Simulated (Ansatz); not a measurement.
Consider the ligand exchange at a B–C bond: `B[CH2][SnH2][F]` + `O[SiH](O)F` → `BO[SiH](O)F` + `[CH3][SnH2][F]`.

Gas-phase electronic energies from Ansatz, PBE0-D4/def2-TZVP geometries. CCSD(T)/CBS is the MP2 limit (def2-TZVPP, def2-QZVPP) plus CCSD(T) − MP2 in def2-TZVPP, frozen cores. This one scheme is used for every species. DFT in def2-TZVPP. B3LYP here is the variant with VWN-RPA as its local correlation; programs differ in this. def2 core potentials past Kr. For Sn outer-core shells are correlated without core-valence functions, which leaves a few kJ/mol of doubt a bond. One conformer a species, not always the lowest.

Question: Is it downhill or uphill in electronic energy at CCSD(T)/CBS, and by how much? (An estimate is asked.)

Answer: The calculation gave: Downhill: ΔE = -99.6 kJ/mol.

Question: What do these levels give: PBE0-D4, ωB97X-V, B3LYP, CCSD(T)/def2-TZVPP, HF/CBS(def2), CCSD/CBS(def2)? (An estimate is asked.)

Answer: The calculation gave: PBE0-D4 -96.2, ωB97X-V -104.3, B3LYP -108.2, CCSD(T)/def2-TZVPP -101.9, HF/CBS(def2) -123.6, CCSD/CBS(def2) -102.3 kJ/mol.

Largest T1 diagnostic among the species: 0.013.

In def2-TZVPP, CCSD(T) changes the Hartree–Fock value by +20.3 kJ/mol (the triples alone add +2.7 kJ/mol) and MP2 by +22.8 kJ/mol.
